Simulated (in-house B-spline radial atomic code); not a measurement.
Ionisation energies with and without relativity, with size and susceptibility from the Dirac run. Dirac energy differences include first-order Breit, QED and recoil terms. NIST's values go from ground level to ground level; the uncertainty of those that are theory runs from under 0.1 % in few-electron ions to several per cent in heavy many-electron ones. Computed with an all-electron radial atomic-structure program (B-spline basis): non-relativistic Hartree-Fock and Dirac-Hartree-Fock, averages of the configuration (point nuclei without relativity, finite nuclei with it).

| ion | configuration | configuration after | ionisation non-relativistic (eV) | ionisation Dirac Breit and QED (eV) | tabulated value (eV) | radius at density 0.001 (bohr) | diamagnetic susceptibility (10⁻⁶ cm³/mol) |
| --- | --- | --- | --- | --- | --- | --- | --- |
| Zr4+ | [Ar] 3d10 4s2 4p6 | [Ar] 3d10 4s2 4p5 | 79.56 | 79.85 | 80.348 | 2.894 | -15.633 |
| Nb4+ | [Kr] 4d1 | [Ar] 3d10 4s2 4p6 | 49.93 | 49.37 | 50.5728 | 2.998 | -16.598 |
| Mo4+ | [Kr] 4d2 | [Kr] 4d1 | 52.94 | 52.35 | 54.417 | 3.028 | -17.247 |
| Tc4+ | [Kr] 4d3 | [Kr] 4d2 | 55.92 | 55.30 | 57 | 3.021 | -17.671 |
| Ru4+ | [Kr] 4d4 | [Kr] 4d3 | 58.88 | 58.22 | 59 | 2.994 | -17.934 |
| Rh4+ | [Kr] 4d5 | [Kr] 4d4 | 61.82 | 61.12 | 63 | 2.958 | -18.079 |
| Pd4+ | [Kr] 4d6 | [Kr] 4d5 | 64.75 | 64.01 | 61 | 2.917 | -18.134 |
| Ag4+ | [Kr] 4d7 | [Kr] 4d6 | 67.68 | 66.89 | 65 | 2.873 | -18.123 |
| Cd4+ | [Kr] 4d8 | [Kr] 4d7 | 70.60 | 69.77 | 67.9 | 2.829 | -18.061 |
